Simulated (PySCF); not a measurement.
MS2- across the 4d metals

Level: PBE0, basis family def2-SVPD, scalar-relativistic core potentials from Rb on and no relativity for lighter atoms.

Each entry is the lowest minimum that a search over a few typed start shapes (and spin states, where more than one is plausible) found, or that minimum re-optimised at the stated level; isomers with ligand–ligand bonds, or fragments after loss of a ligand pair, can lie lower. Open shells are unrestricted; no spin–orbit coupling; PySCF with density fitting.

```
molecule  2S+1  point group  mean bond to the central atom (Å)  lowest ω (cm⁻¹)  polar-tensor charge of the central atom
   ZrS₂⁻     2          C2v                              2.264              128                                     0.87
   NbS₂⁻     3          C2v                              2.209              122                                     0.89
   MoS₂⁻     4          C2v                              2.188               90                                     0.83
   TcS₂⁻     ?            ?                                  ?                ?                                        ?
```

(1) Fill in the row of TcS₂⁻.

## Answers

(1) 2S+1: 5; point group: C2v; mean bond to the central atom (Å): 2.168; lowest ω (cm⁻¹): 112; polar-tensor charge of the central atom: 0.76.

The bond shortens at every step; the largest change, -0.055 Å, falls between ZrS₂⁻ and NbS₂⁻ among the members listed.

Left out of the table are members whose search was unfinished or whose lowest solution was spin-contaminated, unstable, very soft or bonded differently.

Open d and f shells are single-determinant solutions and may miss the true ground state.
